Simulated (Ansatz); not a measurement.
## One arrangement of a pair

The pair of Ag⁺ (SMILES [Ag+], atom 1) and CH₄S (SMILES CS, atoms 2–7), both closed shells, in one local arrangement (a lower one may exist), relaxed at PBE0-D4/def2-TZVP:

| atom | x (Å) | y (Å) | z (Å) |
| --- | --- | --- | --- |
| Ag1 | -0.2710 | -0.1930 | -2.6871 |
| C2 | 0.4495 | 0.2706 | 0.6497 |
| S3 | -1.0173 | 0.1157 | -0.4050 |
| H4 | 0.1118 | 0.2230 | 1.6840 |
| H5 | 0.8692 | 1.2560 | 0.4526 |
| H6 | 1.1820 | -0.5045 | 0.4434 |
| H7 | -1.3242 | -1.1679 | -0.1374 |

Ansatz 0.2.0; basis: def2-TZVPPD, with def2-QZVPPD for the basis limit; cores frozen in the correlated methods. Filled d shells of the heavier atoms are correlated. Core potentials replace the inner electrons of the atoms past krypton. B3LYP uses VWN-RPA correlation. Extrapolation: Hartree–Fock as exp(−7.88 √X), correlation as X^−2.97. Interaction energies count from these two fragments, frozen as in the pair, with the counterpoise correction; negative means bound.

Problem. What is the interaction energy by CCSD(T) at an estimated basis limit (MP2 extrapolated from triple and quadruple zeta, plus CCSD(T) − MP2 in triple zeta)? (Judge from chemistry; the value comes from the calculation.)

Solution. By the calculation: -182.7 kJ/mol. Hartree–Fock alone gives -107.9 kJ/mol at the basis limit. It counts from the two fragments frozen as in the pair.

The same quantity by other methods in triple zeta, and each one's difference from that estimate:
```
   method  E_int (kJ/mol)  difference
   PBE-D4          -220.8       -38.2
revPBE-D4          -204.4       -21.7
  BLYP-D4          -215.8       -33.1
r2SCAN-D4          -213.8       -31.1
   B97M-V          -196.0       -13.3
  PBE0-D4          -194.9       -12.2
 B3LYP-D4          -197.1       -14.5
 HSE06-D4          -195.0       -12.3
  wB97X-V          -177.7         5.0
  wB97M-V          -176.6         6.1
   B2PLYP          -180.4         2.2
       HF          -106.3        76.4
      MP2          -175.4         7.3
     CCSD          -154.1        28.6
  CCSD(T)          -162.5        20.2
```
Differences are method less estimate.

Problem. Which atoms make the shortest contact between the fragments?

Solution. Ag1 and S3, 2.42 Å apart.

Energy to bend the free fragments (PBE0-D4 minima) into their shapes in the pair, CCSD(T)/def2-TZVPPD: CH₄S 1.6 kJ/mol. This must be added to the interaction energy to get the binding energy from relaxed fragments.

Basis-set superposition shift (counterpoise-corrected less uncorrected): CCSD(T) 8.6; MP2 8.2; HF 0.4; PBE0-D4 0.4; wB97M-V 0.5 kJ/mol.

The T1 diagnostic stays at or below 0.014.

For scale, one of the runs: CCSD(T)/def2-TZVPPD, 212 basis functions, launched by `ansatz run in.yaml --threads 4 --pin off --events-out ev --progress --plain --max-ram 9574MiB`. Hardware: 4 CPU threads of an Arm Neoverse V1, shared host. Wall time 2.1 min; peak host memory 3.3 GiB.
